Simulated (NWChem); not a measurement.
System: BaCl$_{2}$; SMILES [Cl][Ba][Cl]

Excerpt of the output:

```
             Northwest Computational Chemistry Package (NWChem) 7.3.0
             --------------------------------------------------------

 C2V symmetry detected

                             Geometry "geometry" -> ""
                             -------------------------

 Output coordinates in angstroms (scale by  1.889725989 to convert to a.u.)

  No.       Tag          Charge          X              Y              Z
 ---- ---------------- ---------- -------------- -------------- --------------
    1 Ba                  56.0000     0.00000000     0.00000000     0.49586091
    2 Cl                  17.0000     2.42261600     0.00000000    -0.81671209
    3 Cl                  17.0000    -2.42261600     0.00000000    -0.81671209

 Effective nuclear repulsion energy (a.u.)     397.2360361840

      Symmetry information
      --------------------

 Group name             C2v
 Group number             16
 Group order               4
 No. of unique centers     2

                                 NWChem DFT Module
                                 -----------------

 Summary of "ao basis" -> "ao basis" (spherical)
 ------------------------------------------------------------------------------
       Tag                 Description            Shells   Functions and Types
 ---------------- ------------------------------  ------  ---------------------
 Ba                         def2-svp                 9       23   4s3p2d
 Cl                         def2-svp                 8       18   4s3p1d

      Symmetry analysis of basis
      --------------------------

        a1         24
        a2          7
        b1         18
        b2         10

            General Information
            -------------------
          SCF calculation type: DFT
          Wavefunction type:  closed shell.
          No. of atoms     :     3
          No. of electrons :    44
           Alpha electrons :    22
            Beta electrons :    22
          Charge           :     0
          Spin multiplicity:     1
          Use of symmetry is: off; symmetry adaption is: on
          Maximum number of iterations: 150
          AO basis - number of functions:    59
                     number of shells:    25
          Convergence on energy requested:  1.00D-06
          Convergence on density requested:  1.00D-05
          Convergence on gradient requested:  5.00D-04

              XC Information
              --------------
                         B3LYP Method XC Potential
                     Hartree-Fock (Exact) Exchange  0.200
                        Slater Exchange Functional  0.800 local
                    Becke 1988 Exchange Functional  0.720 non-local
              Lee-Yang-Parr Correlation Functional  0.810
                  VWN I RPA Correlation Functional  0.190 local

             Grid Information
             ----------------
          Grid used for XC integration:  medium
          Radial quadrature: Mura-Knowles
          Angular quadrature: Lebedev.
          Tag              B.-S. Rad. Rad. Pts. Rad. Cut. Ang. Pts.
          ---              ---------- --------- --------- ---------
          Ba                  2.15      123          12.0       590
          Cl                  1.00       88          11.0       590
          Grid pruning is: on
          Number of quadrature shells:   299
          Spatial weights used:  Erf1

      Superposition of Atomic Density Guess
      -------------------------------------

 Sum of atomic energies:        -946.13101816

      Non-variational initial energy
      ------------------------------

 Total energy =    -943.732125
 1-e energy   =   -1503.298742
 2-e energy   =     462.704493
 HOMO         =      -0.440511
 LUMO         =      -0.110954

      Symmetry analysis of molecular orbitals - initial
      -------------------------------------------------

  Numbering of irreducible representations:

     1 a1          2 a2          3 b1          4 b2

  Orbital symmetries:

     1 b1          2 a1          3 a1          4 b1          5 a1
     6 b1          7 a1          8 a2          9 b2         10 b1
    11 a1         12 b1         13 a1         14 a1         15 b2
    16 b1         17 a1         18 a2         19 b1         20 a1
    21 b2         22 b1         23 a1         24 b2         25 a1
    26 b1         27 b2         28 a1         29 a2         30 a1
    31 b1         32 a1

 !! scf_movecs_sym_adapt:   10 vectors were symmetry contaminated

  Symmetry fudging

[...]

                                NWChem TDDFT Module
                                -------------------

            General Information
            -------------------
           No. of orbitals :     118
            Alpha orbitals :      59
             Beta orbitals :      59
        Alpha frozen cores :       0
         Beta frozen cores :       0
     Alpha frozen virtuals :       0
      Beta frozen virtuals :       0
         Spin multiplicity :       1
    Number of AO functions :      59
        Use of symmetry is : off
      Symmetry adaption is : on
         Schwarz screening :  0.10D-07

              XC Information
              --------------
                  B3LYP Method XC Potential
              Hartree-Fock (Exact) Exchange   0.20
                 Slater Exchange Functional   0.80 local
             Becke 1988 Exchange Functional   0.72 non-local
       Lee-Yang-Parr Correlation Functional   0.81
           VWN I RPA Correlation Functional   0.19 local

             TDDFT Information
             -----------------
          Calculation type : TDDFT
         Wavefunction type : Restricted singlets & triplets
          No. of electrons :      44
           Alpha electrons :      22
            Beta electrons :      22
              No. of roots :       6
          Max subspacesize :    5200
            Max iterations :     100
               Target root :       1
           Target symmetry : none
      Symmetry restriction : off
                 Algorithm : Optimal
        Davidson threshold :  0.10D-03

    6 smallest eigenvalue differences (eV)
--------------------------------------------------------
  No. Spin  Occ  Vir  Irrep   E(Occ)    E(Vir)   E(Diff)
--------------------------------------------------------
    1    1   22   23 b1       -0.258    -0.083     4.766
    2    1   21   23 b2       -0.264    -0.083     4.936
    3    1   20   23 a1       -0.266    -0.083     4.993
    4    1   19   23 a2       -0.270    -0.083     5.086
    5    1   18   23 b1       -0.275    -0.083     5.217
    6    1   17   23 a1       -0.286    -0.083     5.521
--------------------------------------------------------

  Entering Davidson iterations
  Restricted singlet excited states

  Iter   NTrls   NConv    DeltaV     DeltaE      Time
  ----  ------  ------  ---------  ---------  ---------
    1      6       0     0.51E-01   0.10+100        1.5
    2     18       0     0.12E-01   0.19E-02        2.2
    3     30       0     0.28E-02   0.79E-04        2.2
    4     42       0     0.12E-02   0.94E-05        2.2
    5     54       1     0.32E-03   0.11E-05        2.1
    6     64       4     0.13E-03   0.77E-07        1.9
    7     68       6     0.63E-04   0.66E-08        1.2
  ----  ------  ------  ---------  ---------  ---------
  Convergence criterion met

  Ground state a1       -945.791823582650 a.u.

  ----------------------------------------------------------------------------
  Root   1 singlet b1             0.145886899 a.u.                3.9698 eV
  ----------------------------------------------------------------------------
     Transition Moments    X  0.23824   Y -0.00000   Z  0.00000
     Dipole Oscillator Strength                    0.0055201454
     Electric Quadrupole                           0.0000000405
     Magnetic Dipole                               0.0000001164
     Total Oscillator Strength                     0.0055203023

     Occ.   22  b1  ---  Virt.   23  a1  -0.99734 X
  ----------------------------------------------------------------------------
  Root   2 singlet b2             0.152533820 a.u.                4.1507 eV
  ----------------------------------------------------------------------------
     Transition Moments    X -0.00000   Y -0.54606   Z  0.00000
     Dipole Oscillator Strength                    0.0303221067
     Electric Quadrupole                           0.0000000047
     Magnetic Dipole                               0.0000001753
     Total Oscillator Strength                     0.0303222866

     Occ.   21  b2  ---  Virt.   23  a1   0.99621 X
     Occ.   21  b2  ---  Virt.   24  a1  -0.06659 X
  ----------------------------------------------------------------------------
  Root   3 singlet a1             0.154436324 a.u.                4.2024 eV
  ----------------------------------------------------------------------------
     Transition Moments    X  0.00000   Y -0.00000   Z -0.15151
     Dipole Oscillator Strength                    0.0023634855
     Electric Quadrupole                           0.0000000649
     Magnetic Dipole                               0.0000000000
     Total Oscillator Strength                     0.0023635504

     Occ.   20  a1  ---  Virt.   23  a1   0.99463 X
     Occ.   20  a1  ---  Virt.   24  a1  -0.07146 X
  ----------------------------------------------------------------------------
  Root   4 singlet a2             0.156820951 a.u.                4.2673 eV
  ----------------------------------------------------------------------------
     Transition Moments    X  0.00000   Y  0.00000   Z  0.00000
     Dipole Oscillator Strength                    0.0000000000
     Electric Quadrupole                           0.0000001111
     Magnetic Dipole                               0.0000008188
     Total Oscillator Strength                     0.0000009299

[...]
```

Level: B3LYP/def2-SVP with def2 effective core potentials on Ba, full TDDFT. Geometry: optimised at PBE-D3(BJ)/def2-SVP. def2 effective core potentials on Ba; no spin-orbit coupling.

Task: Which NWChem input produces such a log?

Result: One answer among several that fit: the input that was run:
```
start job
memory heap 200 mb stack 900 mb global 1100 mb
geometry units angstroms noautoz
  Ba     0.000000     0.000000     0.408137
  Cl     2.422616     0.000000    -0.904436
  Cl    -2.422616     0.000000    -0.904436
end
basis spherical
  * library def2-svp
end
ecp
  Ba library def2-ecp
end
dft
  xc b3lyp
  iterations 150
end
tddft
  nroots 6
end
task tddft energy
```
